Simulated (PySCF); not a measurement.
**Radial density of Mn⁺ (manganese, charge +1)**

UHF, [Ar] 3d5 4s1, high-spin 7S determinant. Calculation: PySCF 2.14, in x2c-TZVPall; scalar relativity by spin-free X2C-1e.

| r (bohr) | 4πr²ρ (e/bohr) | 4πr²(ρα − ρβ) |
| --- | --- | --- |
| 0.00106 | 0.2002 | 0.0001 |
| 0.00179 | 0.5091 | 0.0002 |
| 0.00301 | 1.279 | 0.0005 |
| 0.00506 | 3.101 | 0.0013 |
| 0.00851 | 7.041 | 0.0029 |
| 0.0143 | 14.30 | 0.0057 |
| 0.0241 | 24.15 | 0.0088 |
| 0.0405 | 30.10 | 0.0082 |
| 0.0681 | 25.66 | 0.0042 |
| 0.115 | 24.55 | 0.0412 |
| 0.193 | 33.24 | 0.2847 |
| 0.324 | 19.40 | 1.3138 |
| 0.545 | 12.48 | 3.5838 |
| 0.917 | 13.16 | 4.0545 |
| 1.54 | 3.543 | 1.9518 |
| 2.60 | 0.7158 | 0.6835 |
| 4.37 | 0.1201 | 0.1201 |
| 7.34 | 0.001850 | 0.0018 |

Densities and radii are taken from the X2C orbitals without a picture-change correction, which distorts them close to the nucleus.
